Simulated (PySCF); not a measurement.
A series of related compounds: SMILES [Br][Al]([Br])[Br], AlBr3; `[Cl][Al]([Cl])[Cl]`, AlCl3; Al(NH2)3 ([NH2][Al]([NH2])[NH2], AlH6N3); `[OH][Al]([OH])[OH]`, AlH3O3; `[F][Al]([F])[F]`, AlF3; SMILES [AlH3], AlH3; SMILES [CH3][Al]([CH3])[CH3], C3H9Al.

- coordinates at the PBE0-D3(BJ)/def2-SVP level
- shielding tensors at B3LYP/pcSseg-1 (pcSseg-2 on Al) (GIAO)
- program: PySCF 2.14
- relativity neglected, no solvent model, averaged over atoms made equivalent by symmetry, fast rotation or ring inversion, a single conformation

Shifts are taken against calculated references (same method and geometry level): 27Al vs [Al(H2O)6]3+.

How does the 27Al shift change along the series?

## Answers


| compound | change | δ (ppm) | HOMO–LUMO gap (eV) |
| --- | --- | --- | --- |
| AlBr3 | ligand (all three): Me to Br | 208.6 | 6.60 |
| AlCl3 | ligand (all three): Me to Cl | 172.1 | 7.49 |
| Al(NH2)3 | ligand (all three): Me to NH2 | 168.9 | 6.59 |
| Al(OH)3 | ligand (all three): Me to OH | 116.3 | 8.00 |
| AlF3 | ligand (all three): Me to F | 75.5 | 9.47 |
| AlH3 | ligand (all three): Me to H | 303.7 | 6.36 |
| AlMe3 | base | 342.1 | 6.70 |

Relativistic effects, spin–orbit coupling among them, are left out; they matter for Br and for the light atoms bonded to it.
